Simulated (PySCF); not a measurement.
## Two-component Hartree-Fock for V(3+) (vanadium, charge +3)

Start: [Ar] 3d2; 3d3/2 filled at m_j = +1/2, +3/2. Calculated with PySCF 2.14 in x2c-TZVPPall-2c (6s7p4d2f1g, 70 functions): generalised Hartree-Fock with the X2C-1e Hamiltonian and a Gaussian nucleus; one run each with spin-orbit coupling (SO) switched off, then screened by Boettger's factors.

```tsv
spinor shell	electrons	ε, spin-free (eV)	ε, screened SO (eV)	weight of nominal j (screened SO)	rms radius, screened SO (bohr)
1s1/2	2	-5555.2	-5555.2	1.000	0.0768
2s1/2	2	-692.72	-692.69	1.000	0.332
2p1/2	2	-581.25	-586.52	0.990	0.301
2p3/2	4	-581.25	-578.63	0.995	0.303
3s1/2	2	-121.50	-121.49	1.000	1.01
3p1/2	2	-88.446	-90.240	0.656	1.08
3p3/2	4	-88.446	-87.542	0.828	1.08
3d3/2	2	-47.089	-47.108	0.729	1.28
```

```tsv
quantity	spin-free	screened SO
E (hartree)	-946.37686	-946.38719
M_J	2	2
⟨J²⟩	8.005	7.791
⟨L²⟩	12.005	11.998
⟨S²⟩	2.001	1.998
```

The determinant has a definite M_J but mixes levels of different J.

Each row is a mean over spinors that exchange with the open shell spreads, by up to 8.962 eV (3p1/2).

Rows whose weight is well below 1 are mixtures of j = l ± 1/2: exchange outweighs spin-orbit coupling there, and the label is only the starting occupation.

Without spin-orbit coupling the j labels of p, d and f shells carry no meaning; the spin-free column gives the mean over the occupied spinors of each nl shell, and its ⟨J²⟩ belongs to a mixture of degenerate components.
